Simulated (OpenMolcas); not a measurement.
# P+: CASPT2 settings compared

- Program: OpenMolcas
- Basis: ANO-RCC-VQZP [6s5p3d2f1g]
- Scalar Hamiltonian: X2C, point nucleus
- Active space: 2 electrons in 3 orbitals (3p)
- State averaging: 2S+1 = 3 even, 3 roots; 2S+1 = 1 even, 6 roots
- Spin-orbit coupling: state interaction with AMFI integrals over the reference wave functions, term energies averaged over their components

Methods on the same reference wave functions:
A. CASSCF
B. SS-CASPT2, IPEA 0.3 Eh, imaginary shift 0.15 Eh (closed shells correlated: 2s 2p 3s)
C. SS-CASPT2, IPEA 0.35 Eh, no level shift (closed shells correlated: 2s 2p 3s)
D. XMS-CASPT2, IPEA 0.1 Eh, sigma2 regulariser 0.25 Eh (closed shells correlated: 2s 2p 3s)

Energies in cm⁻¹ above 3s² 3p² ³P₀, the measured ground level; measured values from NIST Handbook of Basic Atomic Spectroscopic Data.

```csv
Level,A,B,C,D,Measured
3s² 3p² ³P₀,0.0,0.0,0.0,0.0,0.0
3s² 3p² ³P₁,144,146,146,146,165
3s² 3p² ³P₂,419,419,419,419,469
3s² 3p² ¹D₂,11611,8500,8460,8680,8882
3s² 3p² ¹S₀,28330,21210,21190,22070,21576
```

Deviations, from unrounded energies. A percentage is the sum of absolute deviations over the sum of measured energies, with the sign that they share, or ± where signs differ.

```tsv
Against measurement	Levels	A	B	C	D
mean absolute deviation (cm-1)	4	2400	200	220	190
fine structure of the ground term (%)	2	-11.2	-10.8	-10.8	-10.9
other terms of the ground configuration (%)	2	+31.1	-2.5	-2.6	±2.3
```

B, D lie about equally close to measurement and A furthest from it. The largest miss of D in the table is 3s² 3p² ¹S₀, by +500 cm-1. The ranking rests on the paired levels alone, and a cruder setting can come out closer through cancelling errors.

Among B to D the level of the table that moves most is 3s² 3p² ¹S₀, by 880 cm-1 (lowest in C, highest in D). Moves below CASPT2's spread within the term are not significant.

The mean deviations of B to D differ by less than CASPT2's widest spread within a term (300 cm-1), so their order carries little weight.

From A to B the spin-free energies of the other terms of 3s² 3p² shown, above ³P, scale by factors of 0.73 to 0.75.

The lowest spin-free term lies below A's lowest term by 0.113 hartree in B, 0.111 hartree in C, 0.123 hartree in D.

Term energies are means over components that CASPT2 splits; among the terms shown or strongly mixed into the levels shown the widest spread is 300 cm-1 (3s² 3p² ¹D, D). With the s shell closed, the reference lacks s² → p² mixing. Without dynamic correlation excited terms often stand tens of per cent too high (terms of higher spin than the ground term too low), and those without a measured partner can miss by more than the paired ones (holds for A). Measured partners are found by configuration, term and J. A level has none where our copy of the source lacks it or the pairing is in doubt (some pairs that miss far off the trend of their configuration count as doubtful), and it then counts in no deviation. Only configurations of the active space appear.
